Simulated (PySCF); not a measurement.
## Computed data sheet: `c1cc(C#C)ncc1` (2-ethynylpyridine)

2-ethynylpyridine, C7H5N.
Bonds: C1–C2 (triple), C2–C3, C3–C4 (aromatic), C4–C5 (aromatic), C5–C6 (aromatic), C6–C7 (aromatic), C7–N8 (aromatic), C3–N8 (aromatic). Hydrogens: H9 on C1; H10 on C4; H11 on C5; H12 on C6; H13 on C7.

Structural features include: alkyne and pyridine-type ring nitrogen.

GFN2-xTB geometry:

```yaml
Point_group_of_the_GFN2-xTB_geometry: Cs
Rotational_constants_A_B_C_of_the_GFN2-xTB_geometry: 5.943, 1.606, 1.264 GHz
```

From B3LYP/def2-SVPD ground state and vertical TDDFT (core frozen in the response) (PySCF):

```yaml
Dipole_moment: 2.37 D
HOMO_energy: -7.03 eV
LUMO_energy: -1.59 eV
HOMO–LUMO_gap: 5.44 eV
Lowest_singlet_excitation: 4.51 eV (275 nm, f = 0.001)
Strongest_line_among_the_8_lowest_singlet_transitions: S5 at 5.33 eV (233 nm, f = 0.184)
Lowest_triplet_excitation_Tamm–Dancoff: 3.60 eV
Static_isotropic_polarisability: 88.2 au
Electronic_spatial_extent_⟨r²⟩_about_the_centre_of_nuclear_charge: 899 bohr²
```

**PBE0/pcSseg-1 ground state and GIAO shieldings, non-relativistic (PySCF)**

```yaml
Lowest_Hirshfeld_atomic_charge: -0.15 e on N8
Highest_Hirshfeld_atomic_charge: +0.10 e on H9
13C_chemical_shifts_computed_TMS_as_zero_by_class: 155.5 (C7), 147.6 (C3), 141.5 (C5), 134.9 (C4), 127.6 (C6), 88.5 (C2), 86.7 (C1) ppm
1H_chemical_shifts_computed_TMS_as_zero_by_class: 8.97 (H13), 7.91 (H11), 7.73 (H10), 7.33 (H12), 2.79 (H9) ppm
Isotropic_shieldings_of_nuclei_other_than_C_and_H_by_class: -98 (N8) ppm
Mayer_bond_orders_between_heavy_atoms: C1–C2 2.33, C2–C3 1.01, C3–C4 1.32, C4–C5 1.45, C5–C6 1.42, C6–C7 1.38, C7–N8 1.50, N8–C3 1.52
```

From B3LYP/pcJ-1 indirect spin-spin coupling, non-relativistic, gas phase; spin–dipole term left out for some pairs (PySCF):

```yaml
Largest_of_the_computed_one-bond_spin–spin_couplings_means_over_like_bonds: 13C–1H +266.7 (C1–H9), 13C–13C +200.9 (C1–C2), 13C–1H +184.4 (C7–H13), 13C–1H +172.2 (C4–H10), 13C–1H +169.2 (C6–H12), 13C–1H +167.2 (C5–H11), 13C–13C +113.1 (C2–C3), 13C–13C +62.1 (C3–C4) Hz
```

Monoisotopic mass (most abundant isotopes): 103.0422 u.

The vertical singlet–triplet gap S1 − T1 is 0.91 eV (TDDFT singlet less Tamm–Dancoff triplet; S1: HOMO−1→LUMO, weight 0.99; T1: HOMO→LUMO, weight 0.88). S1 lies 0.93 eV below the HOMO–LUMO gap; its leading configuration is HOMO−1→LUMO, weight 0.99. The principal polarisabilities are 48.9, 81.4 and 134.3 au; their mean is the isotropic value. In wavenumbers S1 is 36400 cm⁻¹ (1 eV = 8065.54 cm⁻¹). The largest Löwdin shares of the LUMO are 0.17 on C3, 0.16 on C6, 0.15 on N8 and 0.13 on C1. The rotational constants make it an asymmetric top with κ = (2B − A − C)/(A − C) = -0.85, nearer the prolate limit (−1).

